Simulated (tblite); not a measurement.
Compound: C7H7FS (charge +1 and doublet state).
Z-matrix (Å and degrees, GFN2-xTB geometry), rows numbered from 1:
```
C 
S   1  1.7948
C   2  1.7320  1  104.89
C   3  1.4041  2  126.36  1    -1.77
C   4  1.3762  3  119.94  2  -179.88
C   5  1.4001  4  120.89  3    -0.32
C   6  1.3876  5  120.50  4     0.30
C   7  1.3789  6  118.67  5     0.07
F   8  1.3264  3  117.56  2     0.09
H   1  1.0876  2  106.28  3  -178.66
H   1  1.0876  2  110.43  3   -60.07
H   1  1.0878  2  110.63  3    62.71
H   4  1.0777  3  120.42  2    -0.03
H   5  1.0789  4  119.54  3   179.61
H   6  1.0792  5  119.79  4  -179.72
H   7  1.0789  6  121.83  5  -179.99
```

Computed with GFN2-xTB (tblite): harmonic, unscaled wavenumbers at the GFN2-xTB geometry, gas phase. Against measured fundamentals such values can be off by several per cent, at times by over 20. One conformer, not necessarily the lowest. Open shells enter through the occupations alone, without spin polarisation, and single modes of such species can be off by tens of per cent.

Harmonic wavenumbers (cm⁻¹): 68.0, 118.3, 167.5, 176.4, 233.2, 244.5, 376.6, 394.6, 453.5, 465.0, 516.5, 659.6, 678.8, 746.3, 760.1, 804.1, 871.2, 883.7, 915.4, 921.6, 939.4, 1034.7, 1061.1, 1135.3, 1173.4, 1209.2, 1237.3, 1307.0, 1327.6, 1378.9, 1400.5, 1403.6, 1422.1, 1497.3, 1551.6, 3023.5, 3030.3, 3051.1, 3102.5, 3109.0, 3115.0, 3120.3.

A = 2359, B = 1168, C = 784.9 MHz; mass 142.025 u (most abundant isotopes); point group Cs, symmetry number 1; spin multiplicity 2.

Q: Zero-point energy?

A: ½Σν̃ = 25543 cm⁻¹ = 73.03 kcal/mol.

Q: Give the ideal-gas entropy at 400 K and 1 bar in the rigid-rotor, harmonic-oscillator model (classical rotation).

A: Translation 42.25, rotation 30.26, vibration 31.71, spin (R ln 2) 1.38: S = 105.6 cal/(mol K).

Q: And Cp and H(400 K) − H(0)?

A: Cp = 43.80 cal/(mol K), of which vibrations give 35.85 (their classical limit is 42 R = 83.5); H(400 K) − H(0) = 10.18 kcal/mol without the zero-point energy, 7.00 from vibrations.

Q: What must be added to the electronic energy to get the Gibbs energy at 400 K and 1 bar?

A: ZPE + [H(400 K) − H(0)] − T·S = 73.03 + 10.18 − 42.24 = 40.97 kcal/mol.

Q: How do the functions run with temperature in this model?

A: 
```json
{"T (K)": "50", "S (cal/(mol K))": "58.8", "Cp (cal/(mol K))": "11.1", "H − H(0) (kcal/mol)": "0.45", "G − H(0) (kcal/mol)": "-2.49", "ln q(vib)": "0.20"}
{"T (K)": "100", "S (cal/(mol K))": "68.1", "Cp (cal/(mol K))": "16.2", "H − H(0) (kcal/mol)": "1.14", "G − H(0) (kcal/mol)": "-5.68", "ln q(vib)": "0.93"}
{"T (K)": "298.15", "S (cal/(mol K))": "94.1", "Cp (cal/(mol K))": "34.8", "H − H(0) (kcal/mol)": "6.17", "G − H(0) (kcal/mol)": "-21.88", "ln q(vib)": "4.92"}
{"T (K)": "373.15", "S (cal/(mol K))": "102.6", "Cp (cal/(mol K))": "41.6", "H − H(0) (kcal/mol)": "9.04", "G − H(0) (kcal/mol)": "-29.26", "ln q(vib)": "6.55"}
{"T (K)": "500", "S (cal/(mol K))": "116.2", "Cp (cal/(mol K))": "51.1", "H − H(0) (kcal/mol)": "14.94", "G − H(0) (kcal/mol)": "-43.15", "ln q(vib)": "9.35"}
{"T (K)": "750", "S (cal/(mol K))": "139.5", "Cp (cal/(mol K))": "63.7", "H − H(0) (kcal/mol)": "29.44", "G − H(0) (kcal/mol)": "-75.21", "ln q(vib)": "14.76"}
{"T (K)": "1000", "S (cal/(mol K))": "159.0", "Cp (cal/(mol K))": "71.4", "H − H(0) (kcal/mol)": "46.40", "G − H(0) (kcal/mol)": "-112.59", "ln q(vib)": "19.81"}
```

q(vib) and H(0) count from the zero-point level.

Q: Blend soft modes into free rotors: weight 1/[1 + (100 cm⁻¹/ν̃)⁴] for the oscillator and the rest for a rotor with moment μB/(μ + B), μ = h/(8π²ν), B = 10⁻⁴⁴ kg m². What vibrational entropy results?

A: 30.35 cal/(mol K) in place of 31.71, which changes −T·S at 400 K by +0.54 kcal/mol.

Hindered rotation and anharmonicity are outside this model. Other conformers, if any are populated, would add a mixing term that is left out.
